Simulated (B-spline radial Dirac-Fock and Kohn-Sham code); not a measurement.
## Binding energies of Tb⁵³⁺ at several levels of theory

System: the Tb⁵³⁺ ion, [Ne] 3s2.

The density-functional columns are spherical, spin-unpolarised Dirac-Kohn-Sham results without Breit or QED terms: −ε is minus the orbital energy of the initial state and ΔSCF the difference of two total energies. The reference in the last column comes from ΔSCF Dirac-Fock with Breit, self-energy and vacuum polarisation, finite nucleus, configuration average. All numbers are from a B-spline atomic structure program, in eV; a selection of levels is shown. The Kohn-Sham columns are given as differences from the reference. For the 1s level of heavy atoms much of the gap between ΔSCF and the reference is the Breit and QED part, -223.9 eV here; for other levels the error of the functional can be larger.

```
level  LDA −ε − DF  LDA ΔSCF − DF  Dirac-Fock
    K       -304.2         +216.5     56101.4
   L1       -168.8          -40.1     12560.7
   L2       -118.9          +36.3     12148.1
   L3       -126.1          +16.5     11383.4
   M1        -33.4          +18.4      5103.0
```

For the outermost level NIST gives 5103 ± 5 eV (theoretical); the differences from it are LDA −ε -33.34, LDA ΔSCF +18.44, Dirac-Fock +0.04 eV.

Values without a named source are computed, but for edge energies of neutral atoms, which are taken from tables.
